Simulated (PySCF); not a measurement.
**Steps of a relaxation of Lu(OH)3**

Lu(OH)3 (singlet in the valence; each metal's 4f electrons, 14 of them, lie in its core potential, out of spins and levels). PySCF 2.14.0, RKS PBE0, Lu lcecp-1-SVP with ECP60, O def2-SVP, H def2-SVP; non-relativistic Hamiltonian with scalar-relativistic core potentials where named; density fitting; no spin-orbit coupling. Origin of the start: template. Columns: position (Å) and force (eV/Å). Energies are counted from the last step; some of the 13 steps are shown. Forces carry noise of the integration grid, about 0.01 to 0.03 eV/Å.

Run from Python with OMP_NUM_THREADS=2. Where DIIS fails, smearing, a level shift and second-order steps follow.
It took 42 s on 2 threads of Arm Neoverse V2, on a shared host, from the converged density of the start.

```xyz
7
step 0  E = 0.433 eV
Lu    0.0000    0.0000   -0.0047    -0.01    0.00   -0.37
O     2.0988    0.0000   -0.0047    -1.44    0.00    0.47
H     2.9988    0.0000    0.3453    -0.49    0.00   -0.34
O    -1.0494    1.8176   -0.0047     0.73   -1.25    0.47
H    -1.4994    2.5970    0.3453     0.24   -0.42   -0.34
O    -1.0494   -1.8176   -0.0047     0.73    1.25    0.47
H    -1.4994   -2.5970    0.3453     0.24    0.42   -0.34
```

```xyz
7
step 4  E = 0.032 eV
Lu    0.0000    0.0000   -0.1440     0.00    0.00   -0.11
O     1.9834    0.0000    0.0538     0.08    0.00    0.13
H     2.8962    0.0000    0.3332     0.02    0.00   -0.09
O    -0.9917    1.7177    0.0538    -0.04    0.07    0.13
H    -1.4481    2.5082    0.3332    -0.01    0.02   -0.09
O    -0.9917   -1.7177    0.0538    -0.04   -0.07    0.13
H    -1.4481   -2.5082    0.3332    -0.01   -0.02   -0.09
```

```xyz
7
step 8  E = 0.003 eV
Lu    0.0000    0.0000    0.0474     0.00    0.00    0.02
O     1.9975    0.0000    0.1229     0.15    0.00    0.02
H     2.9520    0.0000    0.2004    -0.20    0.00   -0.03
O    -0.9988    1.7299    0.1229    -0.07    0.13    0.02
H    -1.4760    2.5565    0.2004     0.10   -0.17   -0.03
O    -0.9988   -1.7299    0.1229    -0.07   -0.13    0.02
H    -1.4760   -2.5565    0.2004     0.10    0.17   -0.03
```

Q: Where does the relaxation end?

A: It converges at step 12 in D3h:
```xyz
7
step 12  E = 0
Lu    0.0000    0.0000    0.1375
O     1.9972    0.0000    0.1435
H     2.9512    0.0000    0.1497
O    -0.9986    1.7296    0.1435
H    -1.4756    2.5559    0.1497
O    -0.9986   -1.7296    0.1435
H    -1.4756   -2.5559    0.1497
```

Q: How did the contacts change?

A: 
```
    contact  start (Å)  end (Å)
Lu1–O2 (OH)      2.099    1.997
Lu1–O4 (OH)      2.099    1.997
Lu1–O6 (OH)      2.099    1.997
```


An lcecp potential fixes the number of 4f electrons, so in runs with it no electron can move into or out of that shell.
